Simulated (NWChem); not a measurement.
System: ZrH$_{4}$S$_{3}$; SMILES [SH][ZrH]([SH])[SH]

The following NWChem deck was run.

```
start job
memory heap 200 mb stack 900 mb global 1100 mb
geometry units angstroms noautosym nocenter noautoz
  Zr     0.000000     0.000000    -0.260063
  H      0.000000     0.000000    -2.095407
  S     -0.492486     2.281736     0.400847
  H     -1.651779     1.891808     0.987101
  S     -1.729799    -1.567374     0.400847
  H     -0.812465    -2.376387     0.987101
  S      2.222285    -0.714363     0.400847
  H      2.464244     0.484578     0.987101
end
basis spherical
  * library def2-svpd
end
ecp
  Zr library def2-ecp
end
dft
  xc xcamb88 1.00 lyp 0.81 vwn_5 0.19 hfexch 1.00
  cam 0.33 cam_alpha 0.19 cam_beta 0.46
  iterations 150
end
property
  response 1 0.0
end
task dft property
```

Output (shortened):

```
             Northwest Computational Chemistry Package (NWChem) 7.3.0
             --------------------------------------------------------

                             Geometry "geometry" -> ""
                             -------------------------

 Output coordinates in angstroms (scale by  1.889725989 to convert to a.u.)

  No.       Tag          Charge          X              Y              Z
 ---- ---------------- ---------- -------------- -------------- --------------
    1 Zr                  40.0000     0.00000000     0.00000000    -0.26006300
    2 H                    1.0000     0.00000000     0.00000000    -2.09540700
    3 S                   16.0000    -0.49248600     2.28173600     0.40084700
    4 H                    1.0000    -1.65177900     1.89180800     0.98710100
    5 S                   16.0000    -1.72979900    -1.56737400     0.40084700
    6 H                    1.0000    -0.81246500    -2.37638700     0.98710100
    7 S                   16.0000     2.22228500    -0.71436300     0.40084700
    8 H                    1.0000     2.46424400     0.48457800     0.98710100

 Effective nuclear repulsion energy (a.u.)     593.0555017657

                                 NWChem DFT Module
                                 -----------------

 Summary of "ao basis" -> "ao basis" (spherical)
 ------------------------------------------------------------------------------
       Tag                 Description            Shells   Functions and Types
 ---------------- ------------------------------  ------  ---------------------
 Zr                        def2-svpd                12       34   5s4p2d1f
 H                         def2-svpd                 4        8   2s2p
 S                         def2-svpd                11       27   5s4p2d

            General Information
            -------------------
          SCF calculation type: DFT
          Wavefunction type:  closed shell.
          No. of atoms     :     8
          No. of electrons :    64
           Alpha electrons :    32
            Beta electrons :    32
          Charge           :     0
          Spin multiplicity:     1
          Use of symmetry is: off; symmetry adaption is: off
          Maximum number of iterations: 150
          AO basis - number of functions:   147
                     number of shells:    61
          Convergence on energy requested:  1.00D-06
          Convergence on density requested:  1.00D-05
          Convergence on gradient requested:  5.00D-04

              XC Information
              --------------
                     Hartree-Fock (Exact) Exchange  1.000
                   CAM-Becke88 Exchange Functional  1.000
                      VWN V Correlation Functional  0.190 local
              Lee-Yang-Parr Correlation Functional  0.810

           Range-Separation Parameters
           ---------------------------
           Alpha           :  0.19
           Beta            :  0.46
           Gamma           :  0.33
           Short-Range HF  :     F

             Grid Information
             ----------------
          Grid used for XC integration:  medium
          Radial quadrature: Mura-Knowles
          Angular quadrature: Lebedev.
          Tag              B.-S. Rad. Rad. Pts. Rad. Cut. Ang. Pts.
          ---              ---------- --------- --------- ---------
          Zr                  1.55      123          12.0       590
          H                   0.35       45          14.0       434
          S                   1.00       88          14.0       590
          Grid pruning is: on
          Number of quadrature shells:   567
          Spatial weights used:  Erf1

      Superposition of Atomic Density Guess
      -------------------------------------

 Sum of atomic energies:       -1247.55150124

      Non-variational initial energy
      ------------------------------

 Total energy =   -1241.121464
 1-e energy   =   -2276.622181
 2-e energy   =     759.529280
 HOMO         =      -0.340654
 LUMO         =      -0.003145

   convergence    iter        energy       DeltaE   RMS-Dens  Diis-err
 ---------------- ----- ----------------- --------- --------- ---------
 d= 0,ls=0.0,diis     1  -1243.5978831534 -1.52D+03  1.75D-02  1.01D+00
 d= 0,ls=0.0,diis     2  -1243.1596681292  4.38D-01  1.11D-02  4.44D+00
 d= 0,ls=0.0,diis     3  -1243.7666207933 -6.07D-01  1.21D-03  1.44D-02
 d= 0,ls=0.0,diis     4  -1243.7690753727 -2.45D-03  4.42D-04  4.01D-03
 d= 0,ls=0.0,diis     5  -1243.7697727882 -6.97D-04  1.30D-04  1.50D-04
  Resetting Diis
 d= 0,ls=0.0,diis     6  -1243.7698106090 -3.78D-05  4.89D-05  1.37D-05
 d= 0,ls=0.0,diis     7  -1243.7698154008 -4.79D-06  1.22D-05  6.00D-07
 d= 0,ls=0.0,diis     8  -1243.7698155969 -1.96D-07  4.82D-06  3.15D-07

         Total DFT energy =    -1243.769815596949
      One electron energy =    -2280.154832576812
           Coulomb energy =      844.763777895241
    Exchange-Corr. energy =      -84.350198212589
 Nuclear repulsion energy =      275.971437297210

 Numeric. integr. density =       63.999977672456

                       DFT Final Molecular Orbital Analysis
                       ------------------------------------

 Vector   30  Occ=2.000000D+00  E=-3.515081D-01
              MO Center= -5.6D-01,  8.5D-01,  3.2D-01, r^2= 5.2D+00
   Bfn.  Coefficient  Atom+Function         Bfn.  Coefficient  Atom+Function
  ----- ------------  ---------------      ----- ------------  ---------------
    56      0.406214  3 S  pz                53      0.311596  3 S  pz
    91     -0.246504  5 S  pz                54      0.187175  3 S  px
    88     -0.188060  5 S  pz                50      0.176230  3 S  pz
    19      0.168153  1 Zr d -1              90     -0.163085  5 S  py
   126     -0.159683  7 S  pz                51      0.141937  3 S  px

 Vector   31  Occ=2.000000D+00  E=-3.515079D-01
              MO Center=  5.6D-01, -8.5D-01,  3.2D-01, r^2= 5.2D+00
   Bfn.  Coefficient  Atom+Function         Bfn.  Coefficient  Atom+Function
  ----- ------------  ---------------      ----- ------------  ---------------
   126      0.376842  7 S  pz                91     -0.326727  5 S  pz
   123      0.288472  7 S  pz                88     -0.251216  5 S  pz
    21     -0.168152  1 Zr d  1             120      0.163119  7 S  pz
   125     -0.151140  7 S  py                85     -0.142113  5 S  pz
   124     -0.138777  7 S  px               122     -0.115155  7 S  py

 Vector   32  Occ=2.000000D+00  E=-3.478292D-01
              MO Center=  7.2D-05, -1.1D-04,  2.3D-01, r^2= 6.5D+00
   Bfn.  Coefficient  Atom+Function         Bfn.  Coefficient  Atom+Function
  ----- ------------  ---------------      ----- ------------  ---------------
    56      0.254368  3 S  pz                91      0.254387  5 S  pz
   126      0.254401  7 S  pz                53      0.192946  3 S  pz
    88      0.192960  5 S  pz               123      0.192971  7 S  pz
    90      0.189027  5 S  py                 8     -0.186353  1 Zr pz
    54      0.178252  3 S  px               124     -0.149138  7 S  px

 Vector   33  Occ=0.000000D+00  E=-4.957954D-02
              MO Center= -1.5D-01,  1.2D-01, -2.0D-01, r^2= 3.5D+00
   Bfn.  Coefficient  Atom+Function         Bfn.  Coefficient  Atom+Function
  ----- ------------  ---------------      ----- ------------  ---------------
    19      0.601837  1 Zr d -1              22      0.400879  1 Zr d  2
    18     -0.221679  1 Zr d -2              13     -0.211002  1 Zr py
    24      0.208808  1 Zr d -1             106      0.159823  6 H  s
    71     -0.155751  4 H  s                 82     -0.151332  5 S  s
    47      0.149213  3 S  s                 27      0.137081  1 Zr d  2

 Vector   34  Occ=0.000000D+00  E=-4.957944D-02
              MO Center=  1.5D-01, -1.2D-01, -2.0D-01, r^2= 3.5D+00
   Bfn.  Coefficient  Atom+Function         Bfn.  Coefficient  Atom+Function
  ----- ------------  ---------------      ----- ------------  ---------------
    21      0.601838  1 Zr d  1              18     -0.400876  1 Zr d -2
    22     -0.221676  1 Zr d  2              12      0.211006  1 Zr px
    26      0.208811  1 Zr d  1             141      0.182194  8 H  s
   117     -0.173513  7 S  s                 23     -0.137080  1 Zr d -2
   140      0.131372  8 H  s                 16     -0.112833  1 Zr py

 Vector   35  Occ=0.000000D+00  E=-3.105558D-02
              MO Center=  1.5D-01, -1.6D-01, -2.1D-01, r^2= 4.4D+00
   Bfn.  Coefficient  Atom+Function         Bfn.  Coefficient  Atom+Function
  ----- ------------  ---------------      ----- ------------  ---------------
    22      0.462572  1 Zr d  2              21      0.442651  1 Zr d  1
    18      0.289729  1 Zr d -2              13      0.229686  1 Zr py
    90     -0.212107  5 S  py                12      0.172138  1 Zr px
   126      0.160567  7 S  pz                 7     -0.153457  1 Zr py
    82      0.135165  5 S  s                 19     -0.134267  1 Zr d -1

     Multipole analysis of the density
     ---------------------------------

     L   x y z        total         alpha         beta         nuclear
     -   - - -        -----         -----         ----         -------
     0   0 0 0      0.000000    -32.000000    -32.000000     64.000000

     1   1 0 0     -0.000007     -0.000003     -0.000003     -0.000000
     1   0 1 0      0.000001      0.000016      0.000016     -0.000032
     1   0 0 1      0.506057    -15.796222    -15.796222     32.098500

     2   2 0 0    -50.977746   -275.880715   -275.880715    500.783684
     2   1 1 0     -0.000020     -0.000034     -0.000034      0.000047
     2   1 0 1     -0.000010     -0.000005     -0.000005      0.000000
     2   0 2 0    -50.977731   -275.880624   -275.880624    500.783516
     2   0 1 1      0.000001      0.000014      0.000014     -0.000026
     2   0 0 2    -52.269894    -54.414184    -54.414184     56.558474

 *** CALLING NEW AORESP DRIVER FOR CLOSED AND OPEN SHELLS ***
 Entering AOResponse driver routine

--------------------------------------------------------------------------------

          -----------------------------------------------
          Solving response equations for perturbing field
          -----------------------------------------------

 number of frequencies:     1
 frequency in a.u.:  0.0000000E+00
 Perturbing field: electric
 Using El. Dipole Length Gauge

 Setting up CPKS with frequency omega =      0.00000000 a.u.

 STATIC response

                                NWChem CPHF Module
                                ------------------

  scftype          =     RHF
  nclosed          =       32
  nopen            =        0
  variables        =     3680
  # of vectors     =        3
  tolerance        = 0.10D-03
  level shift      = 0.00D+00
  max iterations   =       50
  max subspace     =       30

 SCF residual:    3.2165514997214327E-004

Iterative solution of linear equations
  No. of variables     3680
  No. of equations        3
  Maximum subspace       30
        Iterations       50
       Convergence  1.0D-04

   iter   nsub   residual    time
   ----  ------  --------  ---------
     1      3    2.46D+00     151.7
     2      6    9.92D-01     171.4
     3      9    5.55D-01     191.1
     4     12    1.19D-01     210.9
     5     15    2.66D-02     230.6
     6     18    3.94D-03     250.6
     7     21    2.00D-03     270.5
     8     24    6.25D-04     290.2
     9     27    6.82D-05     310.0

 Electric Dipole Response Matrix (nonzero elements):

              1        2        3
    1  120.2045  -0.0001   0.0001
    2    0.0001 120.2045  -0.0000
    3    0.0001  -0.0000  94.5603

 ------------------------------------------
 average:       111.65643 + I       0.00000

 DFT Linear Response polarizability / au
 Frequency  =       0.0000000 / au
              X              Y              Z
 -----------------------------------------------
 X     120.2044558     -0.0000547      0.0000503
 Y       0.0001381    120.2045232     -0.0000046
 Z       0.0000503     -0.0000046     94.5603071
 -----------------------------------------------
 Eigenvalues =     120.2044252    120.2045538     94.5603071
 Isotropic   =     111.6564287
 Anisotropic =      25.6441825
 -----------------------------------------------

 Magnetic Dipole Response Matrix (nonzero elements):

 Exiting AOResponse driver routine
```

Level: CAM-B3LYP/def2-SVPD with def2 effective core potentials on Zr. The geometry was optimised at PBE0/def2-SVP. No frequency run checked for a minimum. def2 effective core potentials on Zr; no spin-orbit coupling.
